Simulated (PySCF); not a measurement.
**Correlation energy of Si²⁺ (silicon, charge +2)**

[Ne] 3s1 3d1, high-spin 3D determinant (an excited configuration). Calculation: PySCF 2.14, in aug-cc-pCVTZ-DK with one added diffuse shell each of s, p, d, f type (9s8p6d4f, 91 functions); scalar relativity by spin-free X2C-1e. Frozen: [Ne]; 2 electrons correlated.

With two correlated electrons CCSD is exact within the correlated space (frozen core and kept virtual orbitals).

```json
{"level": "CCSD", "correlation energy (mhartree)": "-8.75"}
```

Diagnostics: T1 = 0.0020, D1 = 0.0035, largest double amplitude 0.036.

Task: Is a single reference adequate?

Result: Yes: T1 lies below 0.03 and no double amplitude reaches 0.07.
